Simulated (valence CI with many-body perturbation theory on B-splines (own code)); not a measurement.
**E1 line list for S³⁺**

Computed by configuration interaction combined with many-body perturbation theory (CI+MBPT): three valence electrons over a frozen Dirac-Fock core [Ne], a basis of 11 s, 11 p, 10 d, 8 f, 5 g, 2 h functions for each j, with the one-electron correlation potential Σ1, the two-electron term Σ2, the three-electron term Σ3, Breit, model QED; selected CI, second order for the rest, scaled by the run's own slope (own B-spline code, finite nucleus).

Set against measurement, 67 paired levels are off by 107 cm⁻¹ on average, the worst by 283. These come from a selection out of NIST levels in Podobedova, Kelleher and Wiese, J. Phys. Chem. Ref. Data 38, 171 (2009). Levels without a partner in it may be off by more. 2 measured levels below the end of the list, from 309921 cm⁻¹ on, found no clear computed partner, and computed levels of the same name lie up to 1064 cm⁻¹ from them.

Lines 1 to 50 of 580 in falling wavelength, among levels below 346118 cm⁻¹, chosen from the strongest by gf and those to the six lowest levels. Wavelengths and rates use the calculated energies, so an error of 100 cm⁻¹ moves a line at 706.9 nm by 0.71 % and its rate by three times that or more. Electric multipoles are in the length gauge, E1 and E2 with the static RPA response of the core. Weak lines are less certain than strong ones. Lines between different terms over intervals too small for the method are left out, as are lines whose strength nearly cancels. Where a level lies close to another of its J and parity, the split of strength between their lines is uncertain. The highest levels of a list are the least certain.

Names give the largest LS component (configuration and term), which can be under half, so a name can repeat, a term be missing and a line seem to break the LS rules; names also repeat where a configuration has a term twice. Letters in brackets count levels of one name in rising energy.

```tsv
λ vac (nm)	Upper	Lower	A (s⁻¹)	S (a.u.) with core polarisation	S without
2310	3s2 7p 2P°_1/2	3s2 7s 2S_1/2	9.28e+06	1.13e+02	1.13e+02
2292	3s2 7p 2P°_3/2	3s2 7s 2S_1/2	9.42e+06	2.24e+02	2.24e+02
2053	3s2 6f 2F°_5/2	3s2 6d 2D_5/2	8.02e+05	2.05e+01	2.05e+01
2051	3s2 6f 2F°_7/2	3s2 6d 2D_5/2	1.21e+07	4.11e+02	4.11e+02
2046	3s2 6f 2F°_5/2	3s2 6d 2D_3/2	1.13e+07	2.87e+02	2.87e+02
1515	3s 3p 4p 2D_3/2 [b]	3s2 6f 2F°_5/2	7.18e+06	4.93e+01	4.93e+01
1495	3s 3p 4p 2D_5/2 [b]	3s2 6f 2F°_7/2	7.18e+06	7.11e+01	7.11e+01
1493	3s2 7f 2F°_5/2	3s 3p 4p 2D_5/2 [b]	1.04e+06	1.03e+01	1.03e+01
1485	3s2 7f 2F°_7/2	3s 3p 4p 2D_5/2 [b]	1.55e+07	2.00e+02	2.00e+02
1473	3s2 7f 2F°_5/2	3s 3p 4p 2D_3/2 [b]	1.45e+07	1.37e+02	1.37e+02
1468	3s 3p 4p 2S_1/2 [b]	3s2 7p 2P°_3/2	9.32e+06	2.91e+01	2.91e+01
1461	3s 3p 4p 2S_1/2 [b]	3s2 7p 2P°_1/2	4.74e+06	1.46e+01	1.46e+01
1412	3s2 7d 2D_3/2	3s2 7p 2P°_3/2	5.75e+06	3.20e+01	3.20e+01
1409	3s2 7d 2D_5/2	3s2 7p 2P°_3/2	3.44e+07	2.85e+02	2.85e+02
1406	3s2 7d 2D_3/2	3s2 7p 2P°_1/2	2.92e+07	1.60e+02	1.60e+02
1358	3s 3p 4f 2F_7/2	3s 3p 4d 2D°_5/2	1.47e+06	1.45e+01	1.45e+01
1354	3s 3p 4f 2F_5/2	3s 3p 4d 2D°_3/2	1.35e+06	9.91e+00	9.91e+00
1340	3s2 6p 2P°_1/2	3s2 6s 2S_1/2	2.06e+07	4.90e+01	4.90e+01
1331	3s2 6p 2P°_3/2	3s2 6s 2S_1/2	2.11e+07	9.80e+01	9.80e+01
1299	3s 3p 4f 2F_7/2	3s 3p 4d 4F°_5/2	1.53e+06	1.32e+01	1.32e+01
1273	3s 3p 4f 2F_5/2	3s 3p 4d 4F°_3/2	1.34e+06	8.20e+00	8.20e+00
1239	3s2 5f 2F°_7/2	3s2 5d 2D_5/2	1.85e+07	1.39e+02	1.39e+02
1239	3s2 5f 2F°_5/2	3s2 5d 2D_5/2	1.23e+06	6.95e+00	6.95e+00
1213	3s2 5f 2F°_5/2	3s2 5d 2D_3/2	2.08e+07	1.10e+02	1.10e+02
1141	3s2 6d 2D_3/2	3s2 6p 2P°_3/2	7.59e+06	2.22e+01	2.22e+01
1138	3s2 6d 2D_5/2	3s2 6p 2P°_3/2	4.59e+07	2.01e+02	2.01e+02
1134	3s2 6d 2D_3/2	3s2 6p 2P°_1/2	3.85e+07	1.11e+02	1.11e+02
1096	3s2 6h 2H°_11/2	3p2 3d 2G_9/2	8.82e+05	6.88e+00	6.88e+00
1082	3s2 6h 2H°_9/2	3p2 3d 2G_7/2	9.00e+05	5.63e+00	5.63e+00
1050	3s2 7p 2P°_1/2	3s2 6d 2D_3/2	5.44e+07	6.21e+01	6.21e+01
1048	3s2 7p 2P°_3/2	3s2 6d 2D_5/2	4.88e+07	1.11e+02	1.11e+02
1046	3s2 7p 2P°_3/2	3s2 6d 2D_3/2	5.42e+06	1.22e+01	1.22e+01
1013	3s 3p 4d 2F°_7/2	3s2 6g 2G_9/2	1.06e+06	4.34e+00	4.34e+00
999.1	3s2 5f 2F°_7/2	3s 3p 4p 2D_5/2 [a]	1.08e+07	4.26e+01	4.26e+01
993.8	3s2 6p 2P°_1/2	3s 3p 4p 2S_1/2 [a]	3.93e+06	3.81e+00	3.81e+00
988.4	3s2 6p 2P°_3/2	3s 3p 4p 2S_1/2 [a]	3.95e+06	7.53e+00	7.53e+00
956.8	3s2 5f 2F°_5/2	3s 3p 4p 2D_3/2 [a]	6.62e+06	1.72e+01	1.72e+01
850.9	3s2 7d 2D_3/2	3s2 6f 2F°_5/2	1.31e+07	1.60e+01	1.60e+01
850.1	3s2 7d 2D_5/2	3s2 6f 2F°_7/2	1.24e+07	2.25e+01	2.25e+01
811.7	3p2 3d 2G_7/2	3s2 5f 2F°_5/2	1.84e+06	3.88e+00	3.89e+00
804.1	3p2 3d 2G_9/2	3s2 5f 2F°_7/2	1.94e+06	4.99e+00	5.01e+00
779.9	3s2 7g 2G_9/2	3s2 6h 2H°_11/2	1.17e+06	2.74e+00	2.74e+00
765.5	3s2 7f 2F°_5/2	3s2 6g 2G_7/2	2.41e+06	3.20e+00	3.20e+00
763.2	3s2 7f 2F°_7/2	3s2 6g 2G_9/2	2.21e+06	3.88e+00	3.88e+00
750.8	3s2 7g 2G_9/2	3s2 6f 2F°_7/2	9.15e+07	1.91e+02	1.91e+02
750.8	3s2 7g 2G_7/2	3s2 6f 2F°_7/2	3.27e+06	5.46e+00	5.46e+00
750.5	3s2 7g 2G_7/2	3s2 6f 2F°_5/2	8.81e+07	1.47e+02	1.47e+02
716.1	3s2 7s 2S_1/2	3s2 6p 2P°_3/2	1.04e+08	3.78e+01	3.78e+01
713.2	3s2 7s 2S_1/2	3s2 6p 2P°_1/2	5.21e+07	1.87e+01	1.86e+01
706.9	3s2 5p 2P°_1/2	3s2 5s 2S_1/2	6.13e+07	2.14e+01	2.14e+01
```
